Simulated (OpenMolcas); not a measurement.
Computed levels of 3d⁵ in ions with 23 electrons, in cm-1 above ⁶S_5/2.

```
Program             : OpenMolcas
Method              : CASSCF
Basis               : ANO-R2
Scalar Hamiltonian  : X2C, finite nucleus
Spin-orbit coupling : RASSI with atomic mean-field integrals over the reference wave functions, term energies averaged over their components
```

Active space for each ion: 5 electrons in 5 orbitals (3d).

```
  Level    Cr+   Mn2+   Fe3+   Co4+   Cu6+
 ⁴G_5/2  26154  32261  37475  42542  51873
 ⁴G_7/2  26160  32274  37499  42582  51977
⁴G_11/2  26162  32278  37506  42593  52005
 ⁴G_9/2  26164  32282  37514  42606  52039
 ⁴P_5/2  30030  37107  43113  48924  59446
 ⁴P_3/2  30048  37145  43183  49040  59726
 ⁴P_1/2  30069  37188  43264  49178  60070
 ⁴D_7/2  32543  40103  46567  52838  64420
 ⁴D_1/2  32564  40144  46644  52969  64757
```

**Question.** Estimate ⁴G_5/2, ⁴G_7/2 for Ni5+ from its neighbours Co4+ and Cu6+.

**Answer.** ⁴G_5/2 is another term, which grows about linearly with the charge: (42542 + 51873) / 2 = 47208. The calculation gives 47339, so the estimate is off by -0.3 %.
⁴G_7/2 is another term, which grows about linearly with the charge: (42582 + 51977) / 2 = 47280. The calculation gives 47406, so the estimate is off by -0.3 %.

Without dynamic correlation excited terms often stand tens of per cent too high (terms of higher spin than the ground term too low), and those without a measured partner can miss by more than the paired ones. Some high roots are left out of the spin-orbit mixing, which shifts the levels that they would mix with (holds for Cr+). Levels of configurations outside the active space are missing.
